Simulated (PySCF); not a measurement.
# C₆ coefficients of unlike pairs at UHF

Calculated with PySCF 2.14 from the dipole response of each species, C₆(A,B) = (3/π) ∫ α_A(iu) α_B(iu) du, in atomic units, from isotropic polarisabilities. For ions this is the dispersion term alone; charge-induced terms of lower order in 1/R come first.

| species | configuration | basis | relativity | α (bohr³) | C₆ (like pair) |
| --- | --- | --- | --- | --- | --- |
| C⁺ | [He] 2s2 2p1 (2P) | aug-cc-pVQZ with one added diffuse shell each of s, p, d, f, g type (7s6p5d4f3g) | none | 6.307 | 14.96 |
| Li⁺ | 1s2 (1S) | dyall-av3z (15s9p3d) | none | 0.1894 | 0.07659 |
| Tc²⁺ | [Kr] 4d5 (6S) | aug-cc-pVTZ-DK (9s8p6d3f2g) | spin-free X2C | 8.140 | 43.38 |
| Pd⁺ | [Kr] 4d9 (2D) | aug-cc-pwCVTZ-PP with ECP28MDF (8s8p7d4f3g) | core potential | 9.851 | 58.88 |

Estimate C₆ for Pd⁺ with Li⁺.

The integral gives 1.892. The combination rule 2 C_A C_B / (C_A α_B/α_A + C_B α_A/α_B) gives 1.763 and the geometric mean 2.124.

No spin-orbit coupling is included.

The other pairs:

| pair | C₆ |
| --- | --- |
| Tc²⁺, C⁺ | 24.56 |
| Tc²⁺, Li⁺ | 1.631 |
| Pd⁺, Tc²⁺ | 50.52 |
| Li⁺, C⁺ | 0.8133 |
| Pd⁺, C⁺ | 28.73 |
